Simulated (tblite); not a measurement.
Isomers of C3H10F2OSi2. Level: GFN2-xTB in tblite, geometry and Hessian alike; calculated harmonic values, unscaled, isolated species. Against measured fundamentals such values can be off by several per cent, at times by over 20. Modes of hydrogen on silicon can be 10 to 20 % off. One conformer each.

Electronic energies: GFN2-xTB at the same geometries; isomer energies are rough at this level and their order can be wrong.

```tsv
SMILES	electronic energy, lowest = 0 (kJ/mol)
FC(F)O[C@H]([SiH3])C[SiH3]	496.0
CO[C@@H](F)[SiH2][SiH2]CF	576.2
FCC[C@H]([SiH3])O[SiH2]F	178.5
CC([SiH3])([SiH3])OC(F)F	499.1
CO[C@H]([SiH3])C(F)(F)[SiH3]	510.0
C[Si@@H](F)C[C@H](F)[SiH2]O	226.5
CC(C)O[SiH2][SiH](F)F	0.0
C[Si@@H](F)C[C@@H](F)[SiH2]O	229.1
```

Problem. How do GFN2-xTB zero-point energies change the relative energies?

Solution. 
```csv
SMILES,ZPE (kJ/mol),of it from modes above 1550 cm⁻¹,electronic (kJ/mol),"with ZPE, lowest = 0 (kJ/mol)",lowest mode (cm⁻¹),rings
CC(C)O[SiH2][SiH](F)F,335.1,166.2,0.0,0.0,14,0
FCC[C@H]([SiH3])O[SiH2]F,321.2,157.9,178.5,164.6,27,0
C[Si@@H](F)C[C@H](F)[SiH2]O,326.9,170.6,226.5,218.3,25,0
C[Si@@H](F)C[C@@H](F)[SiH2]O,327.4,170.8,229.1,221.4,23,0
FC(F)O[C@H]([SiH3])C[SiH3],310.1,151.7,496.0,470.9,16,0
CC([SiH3])([SiH3])OC(F)F,309.4,153.2,499.1,473.3,47,0
CO[C@H]([SiH3])C(F)(F)[SiH3],309.3,153.5,510.0,484.2,35,0
CO[C@@H](F)[SiH2][SiH2]CF,319.3,158.8,576.2,560.4,15,0
```

The zero-point energies span 25.8 kJ/mol, from `CO[C@H]([SiH3])C(F)(F)[SiH3]` to `CC(C)O[SiH2][SiH](F)F`. The order is unchanged.

Problem. What do entropy and thermal enthalpy add at 298.15 K and 1 bar (rigid rotor, harmonic oscillator, one conformer each)?

Solution. 
```
                      SMILES  point group  symmetry number  S (J/(mol K))  H − H(0) (kJ/mol)  ZPE + H − H(0) − TS (kJ/mol)
    FCC[C@H]([SiH3])O[SiH2]F           C1                1          458.8              33.46                         217.9
    CC([SiH3])([SiH3])OC(F)F           C1                1          445.6              33.81                         210.4
CO[C@H]([SiH3])C(F)(F)[SiH3]           C1                1          445.3              33.88                         210.5
```

Not tabulated: `CC(C)O[SiH2][SiH](F)F` (lowest mode only 14 cm⁻¹); `C[Si@@H](F)C[C@H](F)[SiH2]O` (lowest mode only 25 cm⁻¹); `C[Si@@H](F)C[C@@H](F)[SiH2]O` (lowest mode only 23 cm⁻¹); `FC(F)O[C@H]([SiH3])C[SiH3]` (lowest mode only 16 cm⁻¹); `CO[C@@H](F)[SiH2][SiH2]CF` (lowest mode only 15 cm⁻¹).
